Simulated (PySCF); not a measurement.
# YbSi: from constants to spectrum

ROHF-MP2 constants of YbSi, triplet, about 14.0 electrons in the 4f shell (Mulliken) (Yb x2c-TZVPall, Si x2c-TZVPall; spin-free X2C with a Gaussian nucleus (PySCF 2.14); masses 173.9389 and 27.9769 u):

- ωe: 233.6 cm⁻¹
- ωexe: 1.09 cm⁻¹
- Be: 0.091529 cm⁻¹
- αe: 0.000469 cm⁻¹

Task: What force constant and bond length do these constants imply?

Result: Reduced mass μred = 24.101 u; k = 5.8918×10⁻⁷·μred·ωe² (u, cm⁻¹, mdyn/Å) = 0.775 mdyn/Å; Re = √(16.8576/(μred·Be)) (u, cm⁻¹, Å) = 2.764 Å.

Task: Estimate the centrifugal constant D from the Kratzer relation and find the Dunham coefficient a1.

Result: D = 4Be³/ωe² = 5.62e-08 cm⁻¹; a1 = −1 − αeωe/(6Be²) = -3.18.

Correlated steps freeze 23 core orbitals. Spin–orbit coupling is left out, which matters for elements this heavy, above all for dissociation energies. With d or f electrons several states lie close, and the lowest PBE0 determinant need not be the measured ground state.
